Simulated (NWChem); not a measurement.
System: C₃H₅N₃; SMILES [nH]1cc[nH]c1=N

Input file for NWChem:

```
start job
memory heap 200 mb stack 900 mb global 1100 mb
geometry units angstroms noautosym nocenter noautoz
  N      0.076490    -2.073237     0.000000
  C     -0.002055    -0.795262     0.000000
  N      1.089141     0.055312     0.000000
  C      0.698509     1.383624     0.000000
  C     -0.652264     1.405192     0.000000
  N     -1.079996     0.081293     0.000000
  H     -0.847070    -2.501424     0.000000
  H      2.031720    -0.303524     0.000000
  H      1.411468     2.202613     0.000000
  H     -1.342599     2.243220     0.000000
  H     -2.039674    -0.226842     0.000000
end
basis spherical
  * library def2-svp
end
dft
  xc b3lyp
  iterations 150
end
property
  efieldgrad
end
task dft property
```

Parts of the log:

```
             Northwest Computational Chemistry Package (NWChem) 7.3.0
             --------------------------------------------------------

                             Geometry "geometry" -> ""
                             -------------------------

 Output coordinates in angstroms (scale by  1.889725989 to convert to a.u.)

  No.       Tag          Charge          X              Y              Z
 ---- ---------------- ---------- -------------- -------------- --------------
    1 N                    7.0000     0.07649000    -2.07323700     0.00000000
    2 C                    6.0000    -0.00205500    -0.79526200     0.00000000
    3 N                    7.0000     1.08914100     0.05531200     0.00000000
    4 C                    6.0000     0.69850900     1.38362400     0.00000000
    5 C                    6.0000    -0.65226400     1.40519200     0.00000000
    6 N                    7.0000    -1.07999600     0.08129300     0.00000000
    7 H                    1.0000    -0.84707000    -2.50142400     0.00000000
    8 H                    1.0000     2.03172000    -0.30352400     0.00000000
    9 H                    1.0000     1.41146800     2.20261300     0.00000000
   10 H                    1.0000    -1.34259900     2.24322000     0.00000000
   11 H                    1.0000    -2.03967400    -0.22684200     0.00000000

 Effective nuclear repulsion energy (a.u.)     227.8431972034

                              NWChem Property Module
                              ----------------------

  itol2e modified to match energy
  convergence criterion.

                                 NWChem DFT Module
                                 -----------------

 Summary of "ao basis" -> "ao basis" (spherical)
 ------------------------------------------------------------------------------
       Tag                 Description            Shells   Functions and Types
 ---------------- ------------------------------  ------  ---------------------
 N                          def2-svp                 6       14   3s2p1d
 C                          def2-svp                 6       14   3s2p1d
 H                          def2-svp                 3        5   2s1p

  itol2e modified to match energy
  convergence criterion.

            General Information
            -------------------
          SCF calculation type: DFT
          Wavefunction type:  closed shell.
          No. of atoms     :    11
          No. of electrons :    44
           Alpha electrons :    22
            Beta electrons :    22
          Charge           :     0
          Spin multiplicity:     1
          Use of symmetry is: off; symmetry adaption is: off
          Maximum number of iterations: 150
          AO basis - number of functions:   109
                     number of shells:    51
          Convergence on energy requested:  1.00D-07
          Convergence on density requested:  1.00D-05
          Convergence on gradient requested:  5.00D-04

              XC Information
              --------------
                         B3LYP Method XC Potential
                     Hartree-Fock (Exact) Exchange  0.200
                        Slater Exchange Functional  0.800 local
                    Becke 1988 Exchange Functional  0.720 non-local
              Lee-Yang-Parr Correlation Functional  0.810
                  VWN I RPA Correlation Functional  0.190 local

             Grid Information
             ----------------
          Grid used for XC integration:  fine
          Radial quadrature: Mura-Knowles
          Angular quadrature: Lebedev.
          Tag              B.-S. Rad. Rad. Pts. Rad. Cut. Ang. Pts.
          ---              ---------- --------- --------- ---------
          N                   0.65       70          12.0       590
          C                   0.70       70          11.0       590
          H                   0.35       60          13.0       590
          Grid pruning is: on
          Number of quadrature shells:   720
          Spatial weights used:  Erf1

      Superposition of Atomic Density Guess
      -------------------------------------

 Sum of atomic energies:        -278.10337141

      Non-variational initial energy
      ------------------------------

 Total energy =    -282.263302
 1-e energy   =    -826.787675
 2-e energy   =     316.681176
 HOMO         =      -0.198576
 LUMO         =       0.075722

   convergence    iter        energy       DeltaE   RMS-Dens  Diis-err
 ---------------- ----- ----------------- --------- --------- ---------
 d= 0,ls=0.0,diis     1   -281.2481967383 -5.09D+02  1.76D-02  8.88D-01
 d= 0,ls=0.0,diis     2   -281.1033973116  1.45D-01  1.27D-02  2.18D+00
 d= 0,ls=0.0,diis     3   -281.3460445676 -2.43D-01  2.29D-03  1.13D-01
 d= 0,ls=0.0,diis     4   -281.3571508797 -1.11D-02  6.87D-04  1.67D-02
 d= 0,ls=0.0,diis     5   -281.3588026753 -1.65D-03  1.99D-04  5.73D-04
  Resetting Diis
 d= 0,ls=0.0,diis     6   -281.3588540510 -5.14D-05  8.74D-05  1.07D-04
 d= 0,ls=0.0,diis     7   -281.3588660663 -1.20D-05  6.84D-05  1.52D-05
 d= 0,ls=0.0,diis     8   -281.3588607736  5.29D-06  4.71D-05  5.79D-05
 d= 0,ls=0.0,diis     9   -281.3588678679 -7.09D-06  3.06D-06  1.81D-07
 d= 0,ls=0.0,diis    10   -281.3588678864 -1.86D-08  6.96D-07  2.19D-08

         Total DFT energy =     -281.358867886442
      One electron energy =     -831.413872643048
           Coulomb energy =      361.118191823549
    Exchange-Corr. energy =      -38.906384270378
 Nuclear repulsion energy =      227.843197203436

 Numeric. integr. density =       44.000001698898

                       DFT Final Molecular Orbital Analysis
                       ------------------------------------

 Vector   20  Occ=2.000000D+00  E=-2.921731D-01
              MO Center=  4.0D-02, -2.2D-01, -1.4D-10, r^2= 3.4D+00
   Bfn.  Coefficient  Atom+Function         Bfn.  Coefficient  Atom+Function
  ----- ------------  ---------------      ----- ------------  ---------------
     6      0.325832   1 N  pz               20     -0.325534   2 C  pz
    48      0.289910   4 C  pz               62      0.280237   5 C  pz
     9     -0.215935   1 N  pz               23     -0.211994   2 C  pz
    51      0.186096   4 C  pz               65      0.181546   5 C  pz
    34     -0.031220   3 N  pz               37      0.029905   3 N  pz

[...]

          -----------------------
          Electric field gradient
          -----------------------

 1 a.u. = 0.324123 10**(16) esu/cm**3  ( or statvolts/cm**2 ) = 0.97174 10**(22) v/m**2

 ------------------------------------------------------------
   Atom      X         Y         Z
 ------------------------------------------------------------
    1 N    0.14455  -3.91785   0.00000
 ------------------------------------------------------------

 Electric field gradient in molecular frame (a.u.)
         XX             YY             ZZ             XY             XZ             YZ
 ------------------------------------------------------------------------------------------
        0.146538      -0.334071       0.187533      -0.471489      -0.000000      -0.000000

 Principal components (a.u.) and orientation
 of principal axis w.r.t. absolute frame                      Asymmetry parameter eta
 --------------------------------------------------------------------------------------
       -0.622963       0.435430       0.187533                       0.397932

        0.522449       0.852671      -0.000000
        0.852671      -0.522449      -0.000000
        0.000000      -0.000000       1.000000

 ------------------------------------------------------------
   Atom      X         Y         Z
 ------------------------------------------------------------
    2 C   -0.00388  -1.50283   0.00000
 ------------------------------------------------------------

 Electric field gradient in molecular frame (a.u.)
         XX             YY             ZZ             XY             XZ             YZ
 ------------------------------------------------------------------------------------------
       -0.116811       0.234642      -0.117831       0.037779      -0.000000      -0.000000

 Principal components (a.u.) and orientation
 of principal axis w.r.t. absolute frame                      Asymmetry parameter eta
 --------------------------------------------------------------------------------------
        0.238657      -0.120826      -0.117831                       0.012547

        0.105683       0.994400      -0.000000
        0.994400      -0.105683       0.000000
       -0.000000       0.000000       1.000000

 ------------------------------------------------------------
   Atom      X         Y         Z
 ------------------------------------------------------------
    3 N    2.05818   0.10452   0.00000
 ------------------------------------------------------------

 Electric field gradient in molecular frame (a.u.)
         XX             YY             ZZ             XY             XZ             YZ
 ------------------------------------------------------------------------------------------
       -0.455940      -0.449241       0.905180       0.000905      -0.000000       0.000000

 Principal components (a.u.) and orientation
 of principal axis w.r.t. absolute frame                      Asymmetry parameter eta
 --------------------------------------------------------------------------------------
        0.905180      -0.456060      -0.449120                       0.007666

       -0.000000       0.991304       0.131592
        0.000000      -0.131592       0.991304
        1.000000       0.000000      -0.000000

 ------------------------------------------------------------
   Atom      X         Y         Z
 ------------------------------------------------------------
    4 C    1.31999   2.61467   0.00000
 ------------------------------------------------------------

 Electric field gradient in molecular frame (a.u.)
         XX             YY             ZZ             XY             XZ             YZ
 ------------------------------------------------------------------------------------------
        0.135769      -0.139048       0.003279       0.089119      -0.000000       0.000000

 Principal components (a.u.) and orientation
 of principal axis w.r.t. absolute frame                      Asymmetry parameter eta
 --------------------------------------------------------------------------------------
       -0.165417       0.162139       0.003279                       0.960361

       -0.283733       0.958903       0.000000
        0.958903       0.283733       0.000000
       -0.000000      -0.000000       1.000000

 ------------------------------------------------------------
   Atom      X         Y         Z
 ------------------------------------------------------------
    5 C   -1.23260   2.65543   0.00000
 ------------------------------------------------------------

 Electric field gradient in molecular frame (a.u.)
         XX             YY             ZZ             XY             XZ             YZ
 ------------------------------------------------------------------------------------------
        0.122755      -0.156011       0.033257      -0.103307      -0.000000       0.000000

 Principal components (a.u.) and orientation
 of principal axis w.r.t. absolute frame                      Asymmetry parameter eta
 --------------------------------------------------------------------------------------
       -0.190121       0.156865       0.033257                       0.650154

        0.313535       0.949577       0.000000
        0.949577      -0.313535       0.000000
       -0.000000      -0.000000       1.000000

 ------------------------------------------------------------
   Atom      X         Y         Z
 ------------------------------------------------------------
    6 N   -2.04090   0.15362   0.00000
 ------------------------------------------------------------

 Electric field gradient in molecular frame (a.u.)
         XX             YY             ZZ             XY             XZ             YZ
 ------------------------------------------------------------------------------------------
       -0.483689      -0.452875       0.936563      -0.004535       0.000000       0.000000

 Principal components (a.u.) and orientation
 of principal axis w.r.t. absolute frame                      Asymmetry parameter eta
 --------------------------------------------------------------------------------------
        0.936563      -0.484342      -0.452221                       0.034297

        0.000000       0.989775      -0.142635
        0.000000       0.142635       0.989775
        1.000000      -0.000000      -0.000000

 ------------------------------------------------------------
   Atom      X         Y         Z
 ------------------------------------------------------------
    7 H   -1.60073  -4.72701   0.00000
 ------------------------------------------------------------

 Electric field gradient in molecular frame (a.u.)
         XX             YY             ZZ             XY             XZ             YZ
 ------------------------------------------------------------------------------------------
       -0.288087       0.076457       0.211631      -0.233330       0.000000       0.000000

 Principal components (a.u.) and orientation
 of principal axis w.r.t. absolute frame                      Asymmetry parameter eta
 --------------------------------------------------------------------------------------
       -0.401899       0.211631       0.190269                       0.053152

        0.898780       0.000000      -0.438401
        0.438401      -0.000000       0.898780
       -0.000000       1.000000       0.000000

 ------------------------------------------------------------
   Atom      X         Y         Z
 ------------------------------------------------------------
    8 H    3.83939  -0.57358   0.00000
 ------------------------------------------------------------

 Electric field gradient in molecular frame (a.u.)
         XX             YY             ZZ             XY             XZ             YZ
 ------------------------------------------------------------------------------------------
       -0.338506       0.103512       0.234994       0.187720       0.000000      -0.000000

 Principal components (a.u.) and orientation
 of principal axis w.r.t. absolute frame                      Asymmetry parameter eta
 --------------------------------------------------------------------------------------
       -0.407469       0.234994       0.172475                       0.153432

        0.938662       0.000000       0.344838
       -0.344838      -0.000000       0.938662
       -0.000000       1.000000       0.000000

 ------------------------------------------------------------
   Atom      X         Y         Z
 ------------------------------------------------------------
    9 H    2.66729   4.16234   0.00000
 ------------------------------------------------------------

 Electric field gradient in molecular frame (a.u.)
         XX             YY             ZZ             XY             XZ             YZ
 ------------------------------------------------------------------------------------------
       -0.056508      -0.122127       0.178635      -0.231164       0.000000       0.000000

 Principal components (a.u.) and orientation
 of principal axis w.r.t. absolute frame                      Asymmetry parameter eta
 --------------------------------------------------------------------------------------
       -0.322799       0.178635       0.144163                       0.106791

        0.655545       0.000000       0.755156
        0.755156      -0.000000      -0.655545
       -0.000000       1.000000      -0.000000

[...]
```

Level: B3LYP/def2-SVP. Geometry: optimised at PBE0/def2-SVP. B3LYP is NWChem's, with the RPA form of VWN correlation. NWChem prints the field gradient with the sign opposite to the second derivative of the potential.
